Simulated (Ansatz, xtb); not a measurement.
Stretching the Sn1–F2 bond in F2H2Sn (SMILES [F][SnH2][F]) (multiplicity 1 held, fragments rigid). Energies count from the point at 1.923 Å.
Geometry at that point (charge 0, multiplicity 1):
```xyz
5

Sn    -0.038    -0.281     0.013
F      1.562     0.684    -0.440
F     -1.317     1.114     0.358
H      0.255    -1.059     1.491
H     -0.548    -1.081    -1.394
```

R- and RO- levels are restricted; in cc, def2 and unpolarised 6-31G sets they are followed outwards from rest. Unrestricted levels (U-) break spin symmetry where that is lower. Left out are points that failed, MP2 points that dive below the minimum, coupled-cluster points behind a jump of the amplitudes or a sharp parting from full CI or MRCI, small-basis points behind a change of solution, and semi-empirical points at long bonds. Curves can end on different states.

Correlated levels freeze the cores. Filled d and f shells under p-block atoms count as core.

Codes used: Ansatz (Gaussian basis) for Hartree–Fock, density functionals and correlated methods; xtb for the GFN methods.  In def2 rows elements past Kr take small-core potentials, without spin–orbit coupling. The GFN methods have no spin term and hold the electronic entropy of 300 K.

Energies in kcal/mol.

```
R (Å)  GFN2-xTB  R-HF/def2-SVP  U-MP2/def2-SVP  U-SCS-MP2/def2-SVP  U-CCSD/def2-SVP  U-CCSD(T)/def2-SVP
-----  --------  -------------  --------------  ------------------  ---------------  ------------------
1.538      42.1           89.6            96.4                96.2             95.6                96.3
1.731       6.6           14.6            17.7                17.7             17.4                17.7
1.923       0.0            0.0             0.0                 0.0              0.0                 0.0
2.115       3.3            9.8             7.4                 7.4              7.6                 7.3
2.308      10.8           28.5            24.2                24.0             24.4                23.6
2.596      24.9           59.3            55.2                55.0             52.8                51.4
2.884      39.0           87.1           101.0                99.4             78.7                77.2
3.365      56.6          123.8           116.6               113.8            104.4               104.4
3.846      67.0          150.3           119.9               116.9            110.9               111.9
4.423      73.7          172.1           120.8               117.7            112.2               113.4
5.192  left out          189.7           121.0               117.8            112.5               113.6
6.153  left out          201.7           121.1               117.9            112.5               113.6
```

Doubts at one or more of the structures used: a restricted determinant that unrestricted orbitals would lower (R-HF/def2-SVP); a spin-contaminated determinant (U-MP2/def2-SVP, U-SCS-MP2/def2-SVP, U-CCSD/def2-SVP, U-CCSD(T)/def2-SVP); T1 above 0.05 (U-CCSD/def2-SVP, U-CCSD(T)/def2-SVP).

Ansatz is a program for electronic structure.
